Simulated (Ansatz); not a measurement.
Consider the cleavage of the Si–Sb bond: `[F][Sb]([F])[SiH3]` + `C[NH][AlH][F]` → `C[N]([SiH3])[AlH][F]` + `[F][SbH][F]`.

Isolated molecules relaxed with PBE0-D4/def2-TZVP in Ansatz; ΔE leaves out vibrations. CBS: MP2 limit from def2 TZ/QZ plus the TZ coupled-cluster correction, frozen cores. DFT in def2-TZVPP. Elements past krypton have def2 core potentials. For Sb outer-core shells are correlated without core-valence functions, which leaves a few kJ/mol of doubt a bond. One conformer a species, not always the lowest.

`[F][Sb]([F])[SiH3]`:

Z-matrix (Å, degrees):
```
Si
Sb 1 2.614
H 1 1.487 2 109.0
H 1 1.487 2 109.0 3 -119.0
H 1 1.483 2 108.3 3 120.5
F 2 1.912 1 92.2 3 -72.7
F 2 1.913 1 92.2 3 -168.1
```

`C[NH][AlH][F]`:

```xyz
9

C     0.079    0.610    1.132
N    -0.128    0.465   -0.294
Al   -0.027   -1.015   -1.238
F    -0.307   -0.915   -2.862
H    -0.814    0.986    1.646
H     0.320   -0.360    1.575
H     0.909    1.286    1.365
H    -0.351    1.342   -0.741
H     0.317   -2.400   -0.583
```

`C[N]([SiH3])[AlH][F]`:

Z-matrix (Å, degrees):
```
C
N 1 1.463
H 1 1.096 2 111.6
H 1 1.095 2 111.2 3 -119.7
H 1 1.096 2 111.6 3 120.6
Si 2 1.730 1 115.6 3 -60.0
Al 2 1.772 1 118.9 3 120.0
H 6 1.491 2 110.7 1 59.0
H 6 1.483 2 108.4 1 179.7
H 6 1.491 2 110.8 1 -59.6
F 7 1.648 2 119.4 1 179.8
H 7 1.571 2 120.9 1 -0.2
```

`[F][SbH][F]`:

```xyz
4

F    -0.575    1.494    0.247
Sb    0.114    0.016   -0.734
F     1.473   -0.424    0.521
H    -1.012   -1.086   -0.033
```

(1) Is it downhill or uphill in electronic energy at CCSD(T)/CBS, and by how much? (An estimate is asked.)

(2) What do these levels give: ωB97X-V, PBE, CCSD(T)/def2-TZVPP, SCS-MP2/def2-QZVPP, HF/CBS(def2), CCSD/CBS(def2)? (Estimate.)

Largest T1 diagnostic among the species: 0.015.

## Answers

(1) Computed: Downhill: ΔE = -27.8 kJ/mol.

(2) Ansatz gave: ωB97X-V -28.6, PBE -7.6, CCSD(T)/def2-TZVPP -34.8, SCS-MP2/def2-QZVPP -36.4, HF/CBS(def2) -37.2, CCSD/CBS(def2) -28.1 kJ/mol.

The D4 term adds −5.0 kJ/mol with B3LYP and −2.7 kJ/mol with PBE0; it sums over pairs of atoms, weighted by their polarisabilities, and B3LYP, whose exchange is more repulsive, gets the larger term. From PBE to PBE0 (25 % exact exchange), in def2-TZVPP and without D4, ΔE moves by −7.2 kJ/mol.

B3LYP here is the variant with VWN-RPA as its local correlation; programs differ in this.
